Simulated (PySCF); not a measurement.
**Pb (lead, neutral) across methods**

[Xe] 4f14 5d10 6s1 6p3, high-spin 5S determinant (an excited configuration). Calculation: PySCF 2.14, in cc-pVTZ-PP with ECP60MDF (5s4p3d1f, 39 functions); scalar relativity through the core potential. The B2PLYP total includes its PT2 part (frozen core); its orbital energies are those of the SCF part.

```
method  E (hartree)  mean ε 5d β (eV)  mean ε 6s α (eV)  mean ε 6p α (eV)  Σ⟨r²⟩ (bohr²)   ⟨S²⟩
  PBE0    -192.5963           -24.258           -15.479            -5.879          68.14  6.004
  MN15    -192.2047           -24.434           -16.641            -6.390          67.48  6.003
r2SCAN    -192.6894           -22.567           -14.493            -5.260          67.85  6.006
  TPSS    -192.5267           -22.042           -13.816            -4.923          68.39  6.003
   PBE    -192.6087           -22.029           -13.747            -4.905          68.51  6.003
   LDA    -192.3018           -22.136           -13.977            -5.019          68.66  6.002
   UHF   -191.66281           -30.067           -19.880            -8.364          68.72  6.010
 B3LYP    -192.6492           -23.894           -14.988            -5.542          68.52  6.002
```

**Question.** Estimate the same row for B2PLYP.

**Answer.** E (hartree) = -192.2760; mean ε 5d β (eV) = -26.436; mean ε 6s α (eV) = -16.963; mean ε 6p α (eV) = -6.615; Σ⟨r²⟩ (bohr²) = 68.47; ⟨S²⟩ = 6.004.

Energies and moments cover only the electrons outside the core potential. Spin-orbit coupling, which splits the p, d and f shells strongly at this Z, is absent. Spin-orbit coupling is strong in this species (close to jj coupling), so the high-spin LS determinant is a model state, not a physical level.
